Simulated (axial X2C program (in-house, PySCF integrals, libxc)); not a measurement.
# Photoelectron levels of BI by EOM-IP-CCSD

Computed with an axial X2C code built on PySCF integrals: two-component X2C with atomic mean-field Coulomb and Gaunt terms, Gaussian nuclei, basis I dyall-cv3z, B dyall-v3z with contracted cores.

R = 2.139 Å (near the PBE0 minimum at charge 0 of the determinant lowest at the starting distance; the state shown can have its own minimum elsewhere).

Hartree–Fock spinors of BI (one of each Kramers pair; a window near the gap, which can cut inner shells):

| ω | occupied | ε (eV) | character |
| --- | --- | --- | --- |
| 1/2 | yes | -25.37 | 72% I s, 12% B p, 11% B s |
| 1/2 | yes | -15.88 | 46% I p, 40% B s, 9% I s |
| 1/2 | yes | -11.50 | 85% I p, 8% B p, 3% B d |
| 3/2 | yes | -10.72 | 86% I p, 10% B p, 4% B d |
| 1/2 | yes | -9.73 | 42% B p, 29% B s, 24% I p |
| 1/2 | no | 0.98 | 84% B p, 7% I d, 7% I p |
| 3/2 | no | 0.99 | 82% B p, 9% I p, 8% I d |
| 1/2 | no | 2.87 | 51% B p, 22% I p, 10% I d |
| 1/2 | no | 4.23 | 49% B p, 21% I d, 15% I p |
| 3/2 | no | 4.36 | 88% B p, 6% I p, 3% I d |
| 1/2 | no | 4.38 | 85% B p, 8% I p, 5% I d |

Vertical ionisation energies of BI to the states of BI⁺:

| Ω of BI⁺ | vertical IE (eV) | above lowest (cm⁻¹) | ionised spinor | one-hole weight |
| --- | --- | --- | --- | --- |
| 1/2 | 9.559 | 0 | 41% B pσ, 34% B sσ, 18% I pσ | 0.92 |
| 3/2 | 10.751 | 9614 | 86% I pπ, 10% B pπ | 0.94 |
| 1/2 | 11.380 | 14692 | 86% I pπ, 8% B pπ | 0.94 |
| 1/2 | 14.553 | 40285 | 55% I pσ, 28% B sσ, 9% I sσ | 0.63 |

Question: How far does the lowest EOM-IP-CCSD energy lie from the Koopmans value −ε of the highest filled spinor?

Answer: 9.559 eV against 9.73 eV, a shift of -0.17 eV: relaxation of the final state lowers the energy and the loss of correlation raises it.

Question: What is the splitting of the first π pair in the table, and is it regular or inverted?

Answer: E(3/2) − E(1/2) = 9614 − 14692 = -5078 cm⁻¹ at EOM-IP-CCSD: inverted, Ω = 3/2 lower. Splittings at this level can be off by ten to twenty per cent.

This point took 10 s on 1 thread of Arm Neoverse N1, with other jobs on the host.

Reference electrons by ω block (each with its −ω partner): 1/2: 19, 3/2: 8, 5/2: 2. 10 electrons of BI correlated (inner shells frozen), 94 natural virtual spinors (a truncated set); levels can be off by some tenths of an eV. Roots sought by Ω: (1/2: 4, 3/2: 3, 5/2: 1); the list ends where they run out and leaves out roots under 60 % one-particle weight. The solver can skip a root, and states that need a further excitation, which the method places far too high, are missing though they may lie low or lowest. T1 of the reference 0.021 (Lee–Taylor). Number of frozen shells: I 4 s, 3 p, 2 d; B 1 s.
